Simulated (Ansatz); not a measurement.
Al2Te4⁻, relaxed as a doublet with UKS PBE-D4/def2-SVPD in Ansatz, starting from the GFN1-xTB geometry. Force threshold 0.02 eV/Å.

In the def2 sets Te takes a core potential; there is no spin–orbit coupling. Another isomer (doublet) lies 1.08 eV lower at PBE0-D4/def2-SVP; other spin states weren't run for this one.

Start:

Cartesian coordinates in Å:
```
Al -0.511 2.157 -0.996
Al 0.067 -0.663 0.681
Te -0.931 1.444 1.685
Te 1.657 0.376 -1.210
Te 0.610 -2.804 1.656
Te -0.892 -0.510 -1.815
```

```csv
step,energy (eV),largest force component (eV/Å),SCF passes
1,-42362.8915,0.938,53
2,-42363.1359,0.623,50
3,-42363.2032,0.217,34
4,-42363.2201,0.111,28
5 (rejected),-42363.2197,0.156,30
6,-42363.2253,0.021,28
7,-42363.2256,0.020,26
```

Force components are those of the run's own axes.

End:

```xyz
6

Al   -0.5058    1.9743   -0.8137
Al    0.0665   -0.6720    0.7150
Te   -0.9625    1.5606    1.7083
Te    1.7095    0.4410   -1.3620
Te    0.5842   -2.8209    1.7375
Te   -0.8920   -0.4831   -1.9851
```

By distances, no bond broke or formed. The bond that changes most is Al1–Te3, from 2.81 to 2.60 Å (atoms count from 1).

No frequencies were taken in this run, so the end may be a saddle point.

It took 1.9 min on 4 threads of Intel Xeon on a shared host.
